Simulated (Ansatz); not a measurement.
```yaml
crystal:
  periodic: [false, false, false]
  atoms:
    - {symbol: Si, position_ang: [2.017220, -0.948418, 2.985008]}
    - {symbol: Si, position_ang: [-1.625756, 0.797778, 1.352134]}
    - {symbol: Si, position_ang: [-2.014624, 0.953788, -2.985054]}
    - {symbol: Si, position_ang: [1.623160, -0.803129, -1.352089]}
basis:
  gaussian: {orbitals: cc-pVDZ}
hamiltonian: {xc: {name: rPW86-PBE}}
accuracy: high
```

```sh
$ ansatz run in.yaml --threads 4 --pin off --events-out ev --progress --plain --max-ram 10444MiB
```

Output, abridged:

```
Functional definition: rPW86-PBE
1442 factors; integrals over basis functions are off by at most 3.3e-9 eV
mean field evaluation 1: about -31528.1759 eV, gradient 1.3e1 eV
mean field evaluation 2: about -31482.5310 eV, gradient 5.4e1 eV
mean field evaluation 4: about -31528.9295 eV, gradient 5.2e0 eV
mean field evaluation 8: about -31529.0200 eV, gradient 3.5e0 eV
mean field evaluation 16: about -31529.0812 eV, gradient 1.1e-8 eV
mean field -31529.08115346 eV, -1158.6723612107 hartree, gradient 6.1e-8 eV, S^2 0.000000; 7 other end points of the search recorded, 0 dependent functions left out
reference -31529.08116546 eV, -1158.6723616519 hartree; 28, 28 occupied and 44, 44 virtual orbitals, 1442 factors
Total energy: -31529.08116546 eV, -1158.6723616519 hartree
```

What is wrong with this run?

The coordinates are in bohr but typed as ångström. The calculation finished and met its thresholds. The result belongs to that input, not to the molecule as meant.
